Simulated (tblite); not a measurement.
Input of a run (GFN2-xTB geometry optimisation, gas phase (tblite 0.8.0)), started from a force field or distance geometry:
```
{"job": {"kind": "relax", "xc": "GFN2-xTB", "basis": "xTB"}, "charge": 0, "multiplicity": 1}
C      2.892400    -0.723600    -1.424600
C      2.495400    -0.168000    -0.414800
C      2.051400     0.503600     0.809400
C      0.479800     0.516200     0.710500
C      0.019000    -0.908100     0.671600
C     -1.442400    -1.069400     0.585500
C     -1.916900    -1.724700    -0.489800
N      0.110100     1.373500    -0.341400
Si    -1.602500     1.718500    -0.549400
H      3.217800    -1.216300    -2.305600
H      2.384000     1.541700     0.861500
H      2.250800    -0.102000     1.721100
H      0.160600     0.939000     1.702600
H      0.335100    -1.412600     1.625100
H      0.489800    -1.490700    -0.147100
H     -2.158100    -0.715100     1.326100
H     -1.179500    -2.069900    -1.184700
H     -2.954500    -1.913900    -0.653100
H      0.653300     1.287000    -1.218000
H     -2.309600     0.902800    -1.513000
H     -2.262100     1.586100     0.785900
H     -1.724100     3.165300    -0.959400
```

Output (eV, eV/Å):
```
step      E/eV     max force
  0    -712.07374    2.452
  1    -712.23485    4.699
  2    -712.29849    3.663
  3    -712.40718    1.673
  4    -712.45579    0.631
  5    -712.49516    0.531
  6    -712.53217    0.311
  7    -712.54361    0.237
  8    -712.56282    0.255
  9    -712.57303    0.222
 10    -712.58174    0.168
 11    -712.58873    0.193
 12    -712.59770    0.234
 13    -712.60767    0.260
 14    -712.61722    0.216
 15    -712.62380    0.185
 16    -712.62824    0.147
 17    -712.63254    0.175
 18    -712.63731    0.172
 19    -712.64224    0.139
 20    -712.64688    0.148
 21    -712.65096    0.134
 22    -712.65473    0.144
 23    -712.65856    0.149
 24    -712.66260    0.162
 25    -712.66698    0.147
 26    -712.67150    0.163
 27    -712.67550    0.154
 28    -712.67867    0.130
 29    -712.68120    0.098
 30    -712.68362    0.124
 31    -712.68641    0.131
 32    -712.68962    0.144
 33    -712.69283    0.158
 34    -712.69552    0.124
 35    -712.69778    0.111
 36    -712.69991    0.108
 37    -712.70190    0.096
 38    -712.70381    0.122
 39    -712.70586    0.119
 40    -712.70816    0.131
 41    -712.71051    0.119
 42    -712.71245    0.090
 43    -712.71388    0.075
 44    -712.71516    0.084
 45    -712.71666    0.083
 46    -712.71833    0.090
 47    -712.71987    0.084
 48    -712.72111    0.070
 49    -712.72212    0.077
 50    -712.72292    0.076
 51    -712.72369    0.049
 52    -712.72430    0.042
 53    -712.72465    0.039
 54    -712.72498    0.047
 55    -712.72542    0.046
 56    -712.72584    0.043
 57    -712.72621    0.041
 58    -712.72654    0.044
 59    -712.72691    0.038
 60    -712.72736    0.037
 61    -712.72777    0.051
 62    -712.72808    0.051
 63    -712.72837    0.042
 64    -712.72876    0.041
 65    -712.72932    0.059
 66    -712.72998    0.068
 67    -712.73064    0.061
 68    -712.73129    0.051
 69    -712.73200    0.061
 70    -712.73273    0.063
 71    -712.73337    0.056
 72    -712.73392    0.064
 73    -712.73451    0.090
 74    -712.73520    0.058
 75    -712.73590    0.071
 76    -712.73649    0.067
 77    -712.73704    0.056
 78    -712.73753    0.056
 79    -712.73840    0.056
 80    -712.73924    0.066
 81    -712.73996    0.066
 82    -712.74052    0.066
 83    -712.74130    0.067
 84    -712.74254    0.071
 85    -712.74442    0.111
 86    -712.74584    0.111
 87    -712.74730    0.080
 88    -712.74852    0.069
 89    -712.74941    0.094
 90    -712.74997    0.094
 91    -712.75068    0.069
 92    -712.75118    0.032
 93    -712.75147    0.028
 94    -712.75169    0.036
 95    -712.75186    0.029
 96    -712.75205    0.025
 97    -712.75223    0.024
 98    -712.75234    0.021
 99    -712.75242    0.020
100    -712.75250    0.019
101    -712.75258    0.015
102    -712.75264    0.016
103    -712.75270    0.017
104    -712.75275    0.016
105    -712.75281    0.019
106    -712.75287    0.017
107    -712.75291    0.025
108    -712.75294    0.024
109    -712.75298    0.016
110    -712.75305    0.019
111    -712.75309    0.017
112    -712.75314    0.017
113    -712.75321    0.020
114    -712.75330    0.021
115    -712.75338    0.015
116    -712.75342    0.015
117    -712.75346    0.016
118    -712.75351    0.017
119    -712.75359    0.022
120    -712.75370    0.022
121    -712.75382    0.023
122    -712.75390    0.025
123    -712.75397    0.023
124    -712.75403    0.021
125    -712.75412    0.018
126    -712.75421    0.020
127    -712.75429    0.018
128    -712.75434    0.011
129    -712.75437    0.012
130    -712.75439    0.013
131    -712.75442    0.014
132    -712.75446    0.014
133    -712.75449    0.015
134    -712.75453    0.018
135    -712.75457    0.016
136    -712.75460    0.015
137    -712.75464    0.016
138    -712.75469    0.013
139    -712.75474    0.018
140    -712.75478    0.015
141    -712.75481    0.014
142    -712.75485    0.014
143    -712.75489    0.014
144    -712.75494    0.017
145    -712.75500    0.016
146    -712.75507    0.022
147    -712.75516    0.026
148    -712.75529    0.025
149    -712.75545    0.024
150    -712.75558    0.023
151    -712.75569    0.021
152    -712.75578    0.017
153    -712.75586    0.016
154    -712.75592    0.014
155    -712.75596    0.013
156    -712.75599    0.011
157    -712.75604    0.015
158    -712.75607    0.017
159    -712.75611    0.018
160    -712.75614    0.015
161    -712.75619    0.012
162    -712.75624    0.013
163    -712.75628    0.014
164    -712.75631    0.014
165    -712.75633    0.012
166    -712.75635    0.009
```

Summarise the run.

The energy falls by 65.9 kJ/mol over 166 L-BFGS steps, the largest force on an atom goes from 2.45 to 0.009 eV/Å, and the atoms move by 0.524 Å rms after alignment. Among the bonds, N8–Si9 and Si9–H22 change most and about equally (-0.047 to -0.046 Å). Bonds longer at the end by more than 0.005 Å: 6 of 21; shorter: 14. Among the angles that change most is C5–C6–H16, from 125.2° to 115.2°. Among the dihedrals that turn most is H13–C4–N8–Si9, from -60° to -24°. The energy never rose by more than 1e-5 eV on the way. The first step brought 24 % of the lowering.

What are the final bond lengths?

C1≡C2 1.197 Å, C2–C3 1.448 Å, C3–C4 1.544 Å, C4–C5 1.541 Å, C5–C6 1.493 Å, C6=C7 1.320 Å, C4–N8 1.438 Å, N8–Si9 1.713 Å, C1–H10 1.049 Å, C3–H11 1.093 Å, C3–H12 1.093 Å, C4–H13 1.095 Å, C5–H14 1.094 Å, C5–H15 1.092 Å, C6–H16 1.083 Å, C7–H17 1.078 Å, C7–H18 1.077 Å, N8–H19 1.009 Å, Si9–H20 1.471 Å, Si9–H21 1.466 Å, Si9–H22 1.461 Å. Numbering counts from 1 in the input's order; the species is `C#CC[C@H](CC=C)N[SiH3]`.

On an Arm Neoverse N1 with one thread, shared host with 64 logical CPUs at a one-minute load of 62, this took 2.7 s of wall time.

Its GFN2-xTB frequencies are all real (lowest 52 cm⁻¹). The numbers are those of one conformer. 3 starts were optimised and ended at 0.00, 0.48 and 0.63 kcal/mol (GFN2-xTB); the lowest of these is shown.

These are computed values.
